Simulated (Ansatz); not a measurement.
Ansatz (an electronic-structure program) input (CCSD(T)/aug-cc-pV(D+d)Z):
A basis named .json is the Basis Set Exchange file of that set.

Ansatz 0.2 input:
```yaml
crystal:
  periodic: [false, false, false]
  atoms:
    - {symbol: Si, position_ang: [-0.89084502, -0.01470586, -0.53103017]}
    - {symbol: C, position_ang: [-1.96588386, 1.46305852, -0.80826597]}
    - {symbol: C, position_ang: [-1.38148978, -1.12723034, 0.86194534]}
    - {symbol: N, position_ang: [0.80697438, 0.69225156, -0.03951663]}
    - {symbol: Si, position_ang: [2.11766007, -0.53015496, 0.47879592]}
    - {symbol: H, position_ang: [-0.51519615, -0.72700875, -1.76462988]}
    - {symbol: H, position_ang: [-2.94840737, 1.13134698, -1.15384162]}
    - {symbol: H, position_ang: [-1.56286978, 2.13057062, -1.57219336]}
    - {symbol: H, position_ang: [-2.12059203, 2.03319871, 0.11035020]}
    - {symbol: H, position_ang: [-2.37658013, -1.52888296, 0.65359907]}
    - {symbol: H, position_ang: [-0.71075143, -1.97906679, 0.98216184]}
    - {symbol: H, position_ang: [-1.44156577, -0.59133203, 1.81166557]}
    - {symbol: H, position_ang: [1.15434301, 1.23544182, -0.83326390]}
    - {symbol: H, position_ang: [1.98345679, -1.62576179, -0.48982938]}
    - {symbol: H, position_ang: [3.38576826, 0.20536038, 0.38365240]}
    - {symbol: H, position_ang: [1.73580426, -0.89288058, 1.84892009]}
    - {symbol: H, position_ang: [0.67660094, 1.37633559, 0.70922846]}
basis:
  gaussian:
    orbitals: aug-cc-pV_D+d_Z.json
total_charge: 1
magnetization: {spin_polarized: false}
correlation: {method: ccsd_t, electrons: outside_noble_gas}
output: {forces: true}
```

Output:

```
Functional definition: HF
integrals: 1.76 GiB planned
2402 factors; integrals over basis functions are off by at most 9.4e-4 eV
1.42 GiB of device memory are held for the factors and their scratch space
mean field: 1.67 GiB planned
mean field evaluation 1: about -19445.8954 eV, gradient 5.6e1 eV
mean field evaluation 2: about -19445.9466 eV, gradient 5.6e1 eV
mean field evaluation 4: about -19453.6661 eV, gradient 4.4e0 eV
mean field evaluation 8: about -19453.7458 eV, gradient 2.1e-4 eV
mean field evaluation 16: about -19453.6723 eV, gradient 2.3e-1 eV
mean field -19453.74577233 eV, -714.9119709105 hartree, gradient 3.1e-6 eV, S^2 0.000000; 0 other end points of the search recorded, 0 dependent functions left out
13 core orbitals not correlated
reference -19453.74577233 eV, -714.9119709105 hartree; 16, 16 occupied and 212, 212 virtual orbitals, 2402 factors
densities: 11.48 GiB planned
second order -18.96663927 eV of doubles, -0.00000000 eV of singles
coupled cluster: 10.67 GiB planned
cycle   1  -20.48602798 eV  change    -1.5e0 eV  update   9.6e-2
cycle   2  -21.10047897 eV  change   -6.1e-1 eV  update   2.9e-2
cycle   3  -21.16775243 eV  change   -6.7e-2 eV  update   9.4e-3
cycle   4  -21.16496506 eV  change    2.8e-3 eV  update   2.6e-3
cycle   5  -21.16482656 eV  change    1.4e-4 eV  update   7.7e-4
cycle   6  -21.16475149 eV  change    7.5e-5 eV  update   2.3e-4
cycle   7  -21.16471128 eV  change    4.0e-5 eV  update   7.1e-5
cycle   8  -21.16471869 eV  change   -7.4e-6 eV  update   2.3e-5
cycle   9  -21.16471533 eV  change    3.4e-6 eV  update   6.9e-6
perturbative correction -0.63821473 eV, -0.0234539588 hartree
the calculation of the forces begins
1.42 GiB of device memory are held for the factors and their scratch space
Total energy: -19475.54870239 eV, -715.7132138117 hartree
Atom 0 at    -0.890845    -0.014706    -0.531030 Å, force    -0.053450    -0.086367    -0.133743 eV/Å
Atom 1 at    -1.965884     1.463059    -0.808266 Å, force     0.132057    -0.155442     0.012920 eV/Å
Atom 2 at    -1.381490    -1.127230     0.861945 Å, force     0.081804     0.097900    -0.151196 eV/Å
Atom 3 at     0.806974     0.692252    -0.039517 Å, force    -0.128132    -0.072456    -0.034842 eV/Å
Atom 4 at     2.117660    -0.530155     0.478796 Å, force     0.258462    -0.221334     0.096457 eV/Å
Atom 5 at    -0.515196    -0.727009    -1.764630 Å, force     0.055693    -0.079181    -0.137524 eV/Å
Atom 6 at    -2.948407     1.131347    -1.153842 Å, force    -0.436432    -0.140228    -0.147139 eV/Å
Atom 7 at    -1.562870     2.130571    -1.572193 Å, force     0.180454     0.297342    -0.339529 eV/Å
Atom 8 at    -2.120592     2.033199     0.110350 Å, force    -0.064941     0.256320     0.413635 eV/Å
Atom 9 at    -2.376580    -1.528883     0.653599 Å, force    -0.439180    -0.174391    -0.085570 eV/Å
Atom 10 at    -0.710751    -1.979067     0.982162 Å, force     0.309816    -0.387752     0.055179 eV/Å
Atom 11 at    -1.441566    -0.591332     1.811666 Å, force    -0.019913     0.246422     0.430134 eV/Å
Atom 12 at     1.154343     1.235442    -0.833264 Å, force     0.117125     0.224230    -0.256912 eV/Å
Atom 13 at     1.983457    -1.625762    -0.489829 Å, force    -0.032205    -0.110792    -0.097829 eV/Å
Atom 14 at     3.385768     0.205360     0.383652 Å, force     0.116575     0.065502    -0.007830 eV/Å
Atom 15 at     1.735804    -0.892881     1.848920 Å, force    -0.048082    -0.034786     0.137798 eV/Å
Atom 16 at     0.676601     1.376336     0.709228 Å, force    -0.029648     0.275015     0.245991 eV/Å
Dipole moment:     0.346774     0.326757     0.059340 e Å
```

It need not be the lowest isomer of its formula.
